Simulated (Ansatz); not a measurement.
Input and output for SiAu3⁺.

```yaml
crystal:
  periodic: [false, false, false]
  atoms:
    - {symbol: Au, position_ang: [1.923131, -1.101330, -0.056352]}
    - {symbol: Au, position_ang: [-2.072785, 0.785468, 0.033943]}
    - {symbol: Au, position_ang: [0.604932, 1.277547, 0.070866]}
    - {symbol: Si, position_ang: [-0.455278, -0.961695, -0.048468]}
basis:
  gaussian: {orbitals: def2-TZVPD}
total_charge: 1
hamiltonian: {xc: {name: LC-wPBE}}
scf: {lower_state_search: full}
```

```sh
$ ansatz run in.yaml --threads 4 --pin off --events-out ev --progress --plain --max-ram 3916MiB
```

Output, abridged:

```
Functional definition: LC-wPBE
1379 factors; their error is unknown
399 factors; integrals over basis functions are off by at most 4.0e-5 eV
mean field evaluation 1: about -18942.9372 eV, gradient 6.4e1 eV
mean field evaluation 2: about -18940.0044 eV, gradient 8.2e1 eV
mean field evaluation 4: about -18951.0065 eV, gradient 4.0e0 eV
mean field evaluation 8: about -18951.0643 eV, gradient 2.4e-1 eV
mean field evaluation 16: about -18951.0560 eV, gradient 8.1e-4 eV
mean field evaluation 32: about -18899.1320 eV, gradient 8.7e1 eV
mean field evaluation 64: about -18951.0640 eV, gradient 2.1e-1 eV
mean field evaluation 96: about -18951.0560 eV, gradient 3.3e-3 eV
mean field -18951.05599802 eV, -696.4384624400 hartree, gradient 3.0e-5 eV, S^2 0.000000; 4 other end points of the search recorded, 0 dependent functions left out
reference -18951.05599802 eV, -696.4384624403 hartree; 35, 35 occupied and 137, 137 virtual orbitals, 1379 factors
Total energy: -18951.05599802 eV, -696.4384624403 hartree
```

Run time 9.5 s (4 threads of Arm Neoverse V2 on a shared host).

In the def2 sets Au takes a core potential; there is no spin–orbit coupling. LC-ωPBE has ω = 0.4 bohr⁻¹.
